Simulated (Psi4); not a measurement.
Interaction energy of BCl3 ··· H4OSi (SMILES ClB(Cl)Cl and O[SiH3]). Monomers: optimised at B3LYP-D3(BJ) (def2-TZVP), held rigid. Orientation: lowest of the rigid-body minima from ten starts at GFN2-xTB (searched outside a hard wall at short contacts). The monomers approach along the line of their centres of mass (distance R); nothing else relaxes. The shortest distances reach bonding range, where SAPT0 and rigid monomers are unreliable.

Methods: PBE/def2-TZVP, counterpoise-corrected (Psi4); PBE-D3(BJ)/def2-TZVP, counterpoise-corrected (Psi4); SAPT0/jun-cc-pVDZ, frozen core (Psi4).

Interaction energies in kcal/mol; the last columns give the difference from SAPT0:

| R / Å | PBE/def2-TZVP | PBE-D3(BJ)/def2-TZVP | SAPT0/jun-cc-pVDZ | PBE/def2-TZVP − SAPT0/jun-cc-pVDZ | PBE-D3(BJ)/def2-TZVP − SAPT0/jun-cc-pVDZ |
|---|---|---|---|---|---|
| 2.66 | 22.31 | 18.50 | 12.98 | 9.32 | 5.52 |
| 2.90 | 10.28 | 6.85 | 3.06 | 7.22 | 3.79 |
| 3.10 | 4.71 | 1.61 | -1.14 | 5.85 | 2.76 |
| 3.28 | 1.78 | -0.99 | -3.03 | 4.81 | 2.03 |
| 3.49 | -0.05 | -2.46 | -3.84 | 3.78 | 1.38 |
| 3.65 | -0.74 | -2.87 | -3.87 | 3.13 | 1.00 |
| 4.01 | -1.15 | -2.71 | -3.16 | 2.01 | 0.45 |
| 4.27 | -1.03 | -2.25 | -2.49 | 1.46 | 0.25 |
| 4.78 | -0.64 | -1.36 | -1.46 | 0.82 | 0.09 |
| 5.45 | -0.29 | -0.65 | -0.71 | 0.42 | 0.06 |
| 6.50 | -0.08 | -0.21 | -0.26 | 0.19 | 0.06 |
| 7.77 | -0.02 | -0.06 | -0.09 | 0.07 | 0.03 |

PBE/def2-TZVP is furthest from SAPT0/jun-cc-pVDZ at 2.66 (9.32 kcal/mol, above); its mean absolute difference over the points is 3.26 kcal/mol.

PBE-D3(BJ)/def2-TZVP is furthest from SAPT0/jun-cc-pVDZ at 2.66 (5.52 kcal/mol, above); its mean absolute difference over the points is 1.45 kcal/mol.
